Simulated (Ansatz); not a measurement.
Mulliken charges of CH4Cl2OSi, SMILES `OC(Cl)[SiH2]Cl` from r2SCAN/def2-TZVPP in Ansatz (PBE0-D4/def2-TZVP geometry).

```json
{"atom": "O1", "x (Å)": "-1.642", "y (Å)": "-0.133", "z (Å)": "-0.548", "charge (e)": "-0.302"}
{"atom": "C2", "x (Å)": "-0.606", "y (Å)": "-0.617", "z (Å)": "0.218", "charge (e)": "0.108"}
{"atom": "Cl3", "x (Å)": "-0.885", "y (Å)": "-0.345", "z (Å)": "1.998", "charge (e)": "-0.180"}
{"atom": "Si4", "x (Å)": "1.078", "y (Å)": "0.155", "z (Å)": "-0.203", "charge (e)": "0.441"}
{"atom": "Cl5", "x (Å)": "0.721", "y (Å)": "2.178", "z (Å)": "-0.305", "charge (e)": "-0.254"}
{"atom": "H6", "x (Å)": "-1.593", "y (Å)": "0.832", "z (Å)": "-0.567", "charge (e)": "0.211"}
{"atom": "H7", "x (Å)": "-0.599", "y (Å)": "-1.701", "z (Å)": "0.103", "charge (e)": "0.089"}
{"atom": "H8", "x (Å)": "1.519", "y (Å)": "-0.294", "z (Å)": "-1.544", "charge (e)": "-0.066"}
{"atom": "H9", "x (Å)": "2.096", "y (Å)": "-0.122", "z (Å)": "0.830", "charge (e)": "-0.049"}
```

Task: By hand: the dipole of these point charges (1 e Å = 4.8032 D).

Result: Σ q r = (0.290, -0.400, -0.232) e Å, of length 0.546 e Å = 2.62 D.

Task: How does the dipole of the full density compare? (Best estimate.)

Result: The calculation gave: (0.240, -0.106, -0.241) e Å, 1.71 D; the point charges give 1.53 times that, at 30° from its direction.

Point charges leave out the atoms' own dipoles, such as those of lone pairs, and Mulliken's split depends on the basis, so the two needn't agree.
